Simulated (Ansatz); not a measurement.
A nudged elastic band was laid between two geometries of a periodic cell of 17 atoms, Si16Ge (host Si, host structure diamond, interstitial Ge).

These are results of DFT PBE-D3(BJ), scalar-relativistic, plane waves, PAW in Ansatz 0.2.0, not measurements. Settings: PAW set soft_1, cutoff 420 eV, k mesh 2x2x2, gaussian smearing 0.05 eV, no spin polarisation.

```
movable images  : 7
climbing image  : yes
spring          : 5.0 eV/Å²
optimiser       : fire
start path      : IDPP
force threshold : 0.03 eV/Å
iteration limit : 80
end points      : relaxed
```

First end point:

```xyz
17
Lattice="0.0000 5.4300 5.4300 5.4300 0.0000 5.4300 5.4300 5.4300 0.0000" Properties=species:S:1:pos:R:3
Si -0.003 -0.047 0.000
Si 1.394 1.317 1.400
Si 2.758 2.716 0.000
Si 4.063 4.080 1.364
Si 2.709 0.002 2.716
Si 4.027 1.316 4.031
Si 5.427 2.716 2.667
Si 6.824 4.116 4.031
Si -0.004 2.717 2.764
Si 1.362 4.081 4.066
Si 2.713 5.431 2.715
Si 4.062 6.782 4.066
Si 2.664 2.717 5.431
Si 4.027 4.117 6.832
Si 5.426 5.480 5.431
Si 6.792 6.781 6.796
Ge 5.424 2.717 5.431
```

Last end point:

```xyz
17
Lattice="0.0000 5.4300 5.4300 5.4300 0.0000 5.4300 5.4300 5.4300 0.0000" Properties=species:S:1:pos:R:3
Si 0.010 0.008 0.010
Si 1.360 1.357 1.359
Si 2.709 2.706 0.010
Si 4.074 4.072 1.310
Si 2.709 0.008 2.708
Si 4.075 1.308 4.074
Si 5.473 2.673 2.673
Si 6.839 4.072 4.074
Si 0.010 2.706 2.708
Si 1.311 4.072 4.074
Si 2.675 5.471 2.675
Si 4.074 6.836 4.074
Si 2.674 2.673 5.472
Si 4.074 4.072 6.838
Si 5.473 5.473 5.473
Si 6.791 6.787 6.790
Ge 4.077 4.072 4.076
```

Question: Which bonds break or form, and what moves?

Answer: Contacts lost: Si2–Ge17. Contacts made: Si11–Ge17. The atom that moves furthest is Ge17, by 2.34 Å.

Question: What energy profile does the band end with?

Answer: The forces met the threshold. The highest image is number 4 of 0 to 8, 0.34 eV above the ends, which have the same energy within 2 meV. By the program's own check the climbing image is of a kind that is not told: the force calls were inconclusive, a negative curvature could not be distinguished from the path's own, the only one lies far off the path, or fixed occupations may fill a level only in part (lowest curvatures found: 0.06 and 0.39 eV/Å²). Limits of this set-up: coarse k mesh.

| image | path coordinate (Å) | energy (eV) | Si2–Ge17 (Å) | Si11–Ge17 (Å) |
| --- | --- | --- | --- | --- |
| 0 | 0.00 | 0.00 | 2.42 | 4.70 |
| 1 | 0.42 | 0.06 | 2.45 | 4.35 |
| 2 | 0.84 | 0.24 | 2.52 | 3.99 |
| 3 | 1.27 | 0.33 | 2.71 | 3.57 |
| 4 | 1.69 | 0.34 | 3.11 | 3.11 |
| 5 | 2.11 | 0.33 | 3.57 | 2.71 |
| 6 | 2.54 | 0.24 | 3.99 | 2.52 |
| 7 | 2.96 | 0.06 | 4.35 | 2.45 |
| 8 | 3.38 | 0.00 | 4.70 | 2.43 |

Question: What is the geometry of the highest image?

Answer: 
```xyz
17
Lattice="0.0000 5.4300 5.4300 5.4300 0.0000 5.4300 5.4300 5.4300 0.0000" Properties=species:S:1:pos:R:3
Si -0.077 -0.024 -0.076
Si 1.115 1.600 1.117
Si 2.739 2.792 -0.076
Si 4.148 3.996 1.335
Si 2.485 0.230 2.487
Si 3.959 1.227 3.963
Si 5.541 2.604 2.585
Si 6.918 4.186 3.963
Si -0.078 2.793 2.740
Si 1.333 3.996 4.151
Si 2.955 5.190 2.958
Si 4.149 6.812 4.151
Si 2.584 2.605 5.544
Si 3.960 4.185 6.918
Si 5.540 5.560 5.543
Si 7.016 6.559 7.018
Ge 4.751 3.393 4.752
```

The band took 41 iterations and about 13 core-minutes.

Run time: 13 min on 1 thread of AMD EPYC 9R45 96-Core Processor (Zen 5) (shared host), peak memory 1.1 GiB.
